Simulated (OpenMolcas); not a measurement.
## Tc4+: moving the ligands

Tc4+ with 6 ligands (fluoride) in octahedral coordination (Oh) at 1.96 Å. A charge of +0.333 e stands 2.6 Å behind each ligand. Ligand basis ANO-RCC-VDZP.
```
Tc    0.0000    0.0000    0.0000
F     1.9600    0.0000    0.0000
F     0.0000    1.9600    0.0000
F    -1.9600    0.0000    0.0000
F     0.0000   -1.9600    0.0000
F     0.0000    0.0000    1.9600
F     0.0000    0.0000   -1.9600
```

```json
{
  "Program": "OpenMolcas",
  "Method": "SS-CASPT2, IPEA 0.25 Eh, imaginary shift 0.1 Eh (closed shells correlated: 4s 4p and the ligand valence shells)",
  "Basis": "ANO-RCC-VDZP [6s5p3d1f]",
  "Scalar Hamiltonian": "DKH2, point nucleus",
  "Active space": "3 electrons in 5 orbitals (4d)",
  "State averaging": "2S+1 = 4 even, 10 roots; 2S+1 = 2 even, 40 roots",
  "Spin-orbit coupling": "state interaction with AMFI integrals over the reference wave functions"
}
```

Runs around this geometry, states (labels of O, the rotations of Oh). Energies in cm-1 above the lowest state or level, χT in cm3 K/mol; 10Dq and B are least-squares fits to the states below 45000 cm-1, weighted by degeneracy, with a free offset, and given where the rms deviation is under 5 % of |10Dq| (or 100 cm-1) and under 700 cm-1.

| R (Å) | Ground state | First state of that spin | 10Dq | B (rms of fit) | First gap with spin-orbit (degeneracies) | χT at 300 K | First state of another spin |
| --- | --- | --- | --- | --- | --- | --- | --- |
| 1.86 | 4A2 | 4T2 36810 | 36217 | 604 (296) | 11710 (4, 4) | 1.786 | 2E 11750 |
| 1.96 | 4A2 | 4T2 30220 |  |  | 11760 (4, 4) | 1.763 | 2E 11820 |
| 2.07 | 4A2 | 4T2 25120 |  |  | 11750 (4, 4) | 1.737 | 2E 11820 |

Taking the first state of the same spin as R^-n, n = -ln(25120 / 36810) / ln(2.07 / 1.86) = 3.6 between the shortest and longest distance.

Roots that are degenerate in the reference are averaged as groups; the widest CASPT2 spread within a group is 280 cm-1 (the 3-fold group of multiplicity 2 near 47600 cm-1 above the lowest state of its run, R = 1.86). Shifts and gaps below about the spread of the groups concerned are not significant. Over all roots computed the reference weight is 0.70 to 0.71 in R = 1.86, 0.69 to 0.70 in R = 1.96, 0.68 to 0.69 in R = 2.07; a low but even weight reflects the number of correlated electrons. Ligand-to-metal charge-transfer states are missing. With no ligand orbital active B as a rule stays too high, so bands that hang on it stand too high and its fall with covalency is understated. With one d shell and no ligand orbital active, 10Dq can be off by a tenth or more. The least metal-like active orbital is 75 % on the metal (Löwdin) and no ligand orbital is active, so the numbers are rough (holds for R = 1.86). The least metal-like active orbital is 77 % on the metal (Löwdin) and no ligand orbital is active, so the numbers are rough (holds for R = 1.96). The least metal-like active orbital is 79 % on the metal (Löwdin) and no ligand orbital is active, so the numbers are rough (holds for R = 2.07). No measured value stands beside these numbers; the geometry is a model, was not optimised and need not be the one that this ion takes.
